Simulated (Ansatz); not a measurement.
Cd₉S₈Cl₂⁻, relaxed as a doublet with UKS PBE-D4/def2-SVP in Ansatz, starting from the PBE-D4/def2-SVP geometry of the neutral singlet. Force threshold 0.03 eV/Å.

In the def2 sets Cd takes a core potential; there is no spin–orbit coupling. Single mean-field runs in def2-SVP are fitted with def2-universal-jkfit. The relaxation made no stability test and no search for a lower SCF solution.

Start:

Cartesian coordinates in Å:
```
S -0.2795 -4.6521 0.8048
S -0.7269 -0.8189 3.0886
S 2.7531 1.4974 -2.7121
S 0.8130 3.0888 1.2413
S 0.4583 -0.9095 -0.6926
S -3.6636 -1.4405 0.4887
S -1.8950 2.1334 -2.3641
S -3.5769 2.3936 1.0664
Cd 1.3877 -3.5059 -0.3752
Cd 2.9839 -0.6038 -1.2768
Cd 0.7382 0.4812 1.5957
Cd -1.4262 -2.4927 1.0613
Cd -2.7326 0.3549 2.2207
Cd 2.3743 2.5143 -0.5106
Cd 0.2425 0.9657 -2.4434
Cd -1.3997 2.9969 0.0815
Cd -3.1671 0.5250 -0.8859
Cl 3.6169 -3.0319 -1.4450
Cl 3.4997 0.5042 1.0566
```

```tsv
step	energy (eV)	largest force component (eV/Å)	SCF passes
1	-152749.2646	0.541	25
2	-152749.4105	0.301	27
3	-152749.4854	0.341	28
4	-152749.5675	0.241	28
5	-152749.6243	0.320	28
6	-152749.6591	0.115	21
7 (rejected)	-152749.6211	0.243	26
8	-152749.6727	0.039	22
9	-152749.6740	0.025	21
```

Force components are those of the run's own axes.

End:

Cartesian coordinates in Å:
```
S -0.284 -4.679 0.787
S -0.713 -0.815 3.094
S 2.712 1.439 -2.761
S 0.826 2.997 1.023
S 0.301 -0.932 -0.727
S -3.693 -1.505 0.548
S -1.987 2.044 -2.394
S -3.627 2.327 1.060
Cd 1.302 -3.395 -0.397
Cd 2.871 -0.488 -1.180
Cd 0.750 0.491 1.521
Cd -1.404 -2.495 1.103
Cd -2.710 0.345 2.230
Cd 2.934 2.946 -0.540
Cd 0.283 1.125 -2.373
Cd -1.429 2.931 0.064
Cd -3.112 0.407 -0.869
Cl 3.560 -2.961 -1.421
Cl 3.422 0.218 1.233
```

Bonds lost: Cd14–Cl19 (atoms count from 1).

No frequencies were taken in this run, so the end may be a saddle point.

Run time 52 s (2 threads of AMD EPYC 7R13 on a shared host and a share (18 GiB) of an NVIDIA H100 80GB HBM3).
